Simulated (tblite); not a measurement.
Record of a relaxation.

C₅H₁₁FGe.
Atom-mapped SMILES: `[CH2:1]=[C:2]([GeH3:3])[CH2:4][CH2:5][CH2:6][F:7]` (hydrogens: H8, H9 on C1; H10, H11, H12 on Ge3; H13, H14 on C4; H15, H16 on C5; H17, H18 on C6)

Computed with GFN2-xTB (tblite), gas phase: L-BFGS steps from a force-field or distance-geometry start until the largest atomic force falls under 0.01 eV/Å. 4 of its 152 geometries are shown.

Step 0: E = -623.7308 eV, largest atomic force 0.928 eV/Å
```
atom  x, y, z in Å  |  force x, y, z in eV/Å
C1     -1.565    1.376   -0.635   -0.257   0.160   0.041
C2     -1.170    0.229   -0.105    0.408  -0.016  -0.299
Ge3    -2.236   -0.623    1.265   -0.668  -0.299   0.570
C4      0.110   -0.430   -0.559   -0.004  -0.622   0.407
C5      1.337    0.321   -0.028   -0.074   0.468  -0.089
C6      2.627   -0.366   -0.469   -0.074  -0.179   0.201
F7      3.718    0.349    0.009   -0.383  -0.472  -0.281
H8     -2.490    1.851   -0.303    0.410  -0.088  -0.202
H9     -0.986    1.865   -1.408   -0.183   0.083   0.049
H10    -1.581   -1.941    1.728   -0.275   0.482  -0.141
H11    -2.385    0.336    2.471   -0.043  -0.479  -0.444
H12    -3.653   -0.928    0.684    0.668   0.123   0.423
H13     0.122   -0.483   -1.652    0.149   0.079   0.066
H14     0.146   -1.482   -0.172   -0.052   0.675  -0.271
H15     1.303    0.379    1.077   -0.003  -0.065  -0.480
H16     1.332    1.362   -0.421    0.020  -0.560   0.257
H17     2.693   -0.406   -1.571    0.152   0.081   0.361
H18     2.670   -1.403   -0.058    0.210   0.630  -0.169
```

Step 50: E = -623.8992 eV, largest atomic force 0.076 eV/Å
```
atom  x, y, z in Å  |  force x, y, z in eV/Å
C1     -1.701    1.361   -0.836   -0.010   0.007   0.002
C2     -1.199    0.279   -0.260    0.017   0.042  -0.059
Ge3    -2.014   -0.523    1.332   -0.055   0.048  -0.004
C4      0.076   -0.350   -0.746   -0.044  -0.018  -0.042
C5      1.236    0.171    0.101   -0.053   0.025  -0.034
C6      2.561   -0.430   -0.340    0.020  -0.016   0.025
F7      3.608    0.261    0.220    0.033  -0.007   0.028
H8     -2.584    1.853   -0.454    0.008  -0.074  -0.017
H9     -1.255    1.814   -1.712   -0.006  -0.045   0.057
H10    -1.183   -1.683    1.775   -0.007  -0.022   0.033
H11    -2.117    0.457    2.457    0.000  -0.023   0.003
H12    -3.399   -1.022    1.058    0.044   0.013   0.011
H13     0.246   -0.108   -1.798    0.012   0.034   0.006
H14     0.025   -1.439   -0.652   -0.042   0.026   0.011
H15     1.044   -0.058    1.155    0.064   0.003  -0.021
H16     1.294    1.257    0.002    0.020   0.022  -0.009
H17     2.689   -0.364   -1.426   -0.004   0.036   0.009
H18     2.665   -1.470   -0.020    0.000  -0.053   0.002
```

Step 101: E = -623.9253 eV, largest atomic force 0.042 eV/Å
```
atom  x, y, z in Å  |  force x, y, z in eV/Å
C1     -1.873    1.250   -0.946   -0.001  -0.007   0.001
C2     -1.205    0.306   -0.301    0.016   0.022   0.005
Ge3    -1.895   -0.450    1.374    0.006  -0.004  -0.001
C4      0.105   -0.228   -0.798   -0.015  -0.011   0.001
C5      1.249    0.186    0.126   -0.004  -0.011  -0.010
C6      2.553   -0.476   -0.292    0.006  -0.014  -0.009
F7      3.571   -0.123    0.561   -0.019   0.001  -0.009
H8     -2.815    1.625   -0.577    0.004   0.005   0.005
H9     -1.516    1.687   -1.867   -0.004  -0.011   0.000
H10    -1.076   -1.632    1.785   -0.011  -0.016  -0.002
H11    -1.870    0.540    2.494    0.008   0.003  -0.001
H12    -3.310   -0.902    1.219   -0.011   0.012   0.005
H13     0.300    0.125   -1.814    0.005  -0.008   0.005
H14     0.051   -1.322   -0.817    0.008   0.009  -0.028
H15     1.014   -0.113    1.153    0.007   0.015   0.010
H16     1.371    1.271    0.110   -0.007  -0.008  -0.001
H17     2.863   -0.168   -1.296   -0.002   0.042  -0.004
H18     2.475   -1.568   -0.257    0.013  -0.020   0.035
```

Step 151: E = -623.9489 eV, largest atomic force 0.010 eV/Å
```
atom  x, y, z in Å  |  force x, y, z in eV/Å
C1     -1.938    1.125   -1.040    0.002  -0.002   0.002
C2     -1.212    0.272   -0.335   -0.001  -0.004   0.006
Ge3    -1.861   -0.414    1.383    0.001   0.002   0.007
C4      0.123   -0.222   -0.808   -0.004   0.001   0.002
C5      1.227    0.157    0.177    0.000  -0.001  -0.002
C6      2.572   -0.405   -0.256    0.000   0.002  -0.003
F7      3.556   -0.030    0.627   -0.006   0.001   0.005
H8     -2.901    1.466   -0.691   -0.001   0.001  -0.001
H9     -1.611    1.519   -1.990    0.005   0.003  -0.007
H10    -1.501   -1.859    1.533   -0.008   0.002   0.002
H11    -1.271    0.308    2.553   -0.001   0.002  -0.004
H12    -3.344   -0.270    1.472    0.005  -0.004   0.001
H13     0.350    0.188   -1.796    0.003  -0.007  -0.005
H14     0.084   -1.313   -0.893    0.004   0.009  -0.001
H15     0.983   -0.235    1.170    0.001  -0.001   0.006
H16     1.300    1.244    0.252   -0.002  -0.003   0.005
H17     2.871   -0.023   -1.237    0.001   0.002  -0.007
H18     2.565   -1.500   -0.269    0.003  -0.002  -0.007
```

Task: Summarise the path.

Result: The energy falls by 21.04 kJ/mol from step 0 to step 151; nine tenths of that is first reached at step 105. It rises by more than 0.2 meV at step 107. The largest force goes from 0.928 to 0.010 eV/Å. Among the bonds Ge3–H12 changes most, from 1.562 to 1.493 Å; the atoms move by 0.647 Å rms after alignment.

Task: Follow the three bonds and two angles with the largest change from start to end.

Result: 
```tsv
step	E above end (kJ/mol)	largest force (eV/Å)	Ge3–H12 (Å)	Ge3–H11 (Å)	Ge3–H10 (Å)	C2–Ge3–H11 (°)	H10–Ge3–H11 (°)
0	21.04	0.928	1.562	1.548	1.543	109.4	109.7
7	8.78	0.137	1.494	1.492	1.492	110.5	109.3
13	8.25	0.039	1.495	1.495	1.496	111.9	108.6
20	8.09	0.046	1.496	1.496	1.496	112.4	108.3
26	7.87	0.057	1.495	1.493	1.495	112.6	108.4
33	7.24	0.083	1.497	1.497	1.499	113.4	109.2
39	6.20	0.098	1.493	1.495	1.495	114.3	108.0
46	5.30	0.082	1.494	1.493	1.497	113.4	107.0
53	4.56	0.071	1.494	1.493	1.498	111.6	109.2
59	4.09	0.076	1.499	1.494	1.493	110.8	109.4
66	3.44	0.073	1.494	1.495	1.495	110.9	107.5
72	2.94	0.068	1.493	1.496	1.499	111.8	108.0
79	2.66	0.033	1.495	1.493	1.496	111.7	108.5
85	2.54	0.034	1.495	1.496	1.495	111.8	108.3
92	2.39	0.030	1.494	1.495	1.495	112.3	108.1
98	2.33	0.021	1.494	1.494	1.497	112.3	108.2
105	2.10	0.061	1.496	1.498	1.496	112.3	107.6
112	1.44	0.071	1.494	1.497	1.499	111.2	107.4
118	1.09	0.089	1.497	1.497	1.496	112.0	107.8
125	0.74	0.043	1.492	1.497	1.496	111.9	107.1
131	0.48	0.053	1.493	1.493	1.499	112.4	106.7
138	0.22	0.044	1.492	1.497	1.496	113.0	107.4
144	0.06	0.033	1.494	1.496	1.495	113.3	107.3
151	0.00	0.010	1.493	1.496	1.497	112.7	107.0
```

What follows is the cost of the whole relaxation. The run took 3.4 s wall, 2.8 s CPU on Intel Xeon at 2.50 GHz, one thread, shared host.
